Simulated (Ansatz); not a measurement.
One change: `[Cl][GaH][Cl]` becomes `[Cl][Ga]([Cl])[I]`.

Ansatz, PBE0-D4/def2-TZVP geometries, multiplicity 1. 

Elements past krypton have def2 core potentials. Scalar relativity is left out up to krypton.

```
                                          property  `[Cl][GaH][Cl]`
               LUMO energy (B3LYP/def2-TZVPP) / eV            -1.99
                 HOMO energy (PBE/def2-TZVPP) / eV            -7.74
             HOMO–LUMO gap (B3LYP/def2-TZVPP) / eV             6.87
           HOMO–LUMO gap (ωB97M-V/def2-TZVPP) / eV            11.41
             LUMO energy (ωB97M-V/def2-TZVPP) / eV             0.02
size of the dipole moment (ωB97M-V/def2-TZVPP) / D             1.72
```

Give the same properties after the change, and the shifts. (An estimate is asked.)

The calculation gave: 
```
                                          property  `[Cl][Ga]([Cl])[I]`  shift
               LUMO energy (B3LYP/def2-TZVPP) / eV                -2.47  -0.48
                 HOMO energy (PBE/def2-TZVPP) / eV                -7.10   0.64
             HOMO–LUMO gap (B3LYP/def2-TZVPP) / eV                 5.54  -1.33
           HOMO–LUMO gap (ωB97M-V/def2-TZVPP) / eV                10.14  -1.27
             LUMO energy (ωB97M-V/def2-TZVPP) / eV                -0.27  -0.29
size of the dipole moment (ωB97M-V/def2-TZVPP) / D                 0.90  -0.82
```

With PBE0 the HOMO rises by 0.88 eV and the LUMO falls by 0.44 eV, so the gap narrows by about 1.32 eV. PBE moves the HOMO by 0.64 eV and ωB97M-V by 0.98 eV. Dipoles are sizes alone; their direction can turn.

B3LYP here is the variant with VWN-RPA as its local correlation; programs differ in this.

Spin–orbit coupling is left out; it splits and shifts lone-pair levels of the heavy atoms by tenths of an eV.
